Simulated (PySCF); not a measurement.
**Radial density of V⁺ (vanadium, charge +1)**

PBE, [Ar] 3d4, high-spin 5D determinant. Calculation: PySCF 2.14, in Sapporo-DKH3-DZP-2012 (6s5p3d1f, 43 functions); the spin-free X2C one-electron Hamiltonian (Gaussian nucleus).

| r (bohr) | 4πr²ρ (e/bohr) | 4πr²(ρα − ρβ) |
| --- | --- | --- |
| 0.00145 | 0.2729 | 0.0000 |
| 0.00244 | 0.6912 | 0.0000 |
| 0.00410 | 1.711 | -0.0001 |
| 0.00690 | 4.026 | -0.0001 |
| 0.0116 | 8.794 | -0.0003 |
| 0.0195 | 16.76 | -0.0006 |
| 0.0328 | 25.28 | -0.0010 |
| 0.0552 | 26.66 | -0.0021 |
| 0.0928 | 20.92 | -0.0032 |
| 0.156 | 25.58 | 0.0229 |
| 0.263 | 27.39 | 0.2552 |
| 0.442 | 10.84 | 1.0881 |
| 0.743 | 11.55 | 2.2878 |
| 1.25 | 7.447 | 2.1804 |
| 2.10 | 1.410 | 0.9421 |
| 3.54 | 0.1806 | 0.1769 |
| 5.95 | 0.01023 | 0.0102 |

Densities and radii are taken from the X2C orbitals without a picture-change correction, which distorts them close to the nucleus.

Problem. Where is the radial spin density 4πr²(ρα − ρβ) most negative, and why is it negative at all?

Solution. Around r = 0.0928 bohr, down to -0.0032 e/bohr: exchange with the open shell polarises the paired shells in an unrestricted calculation.
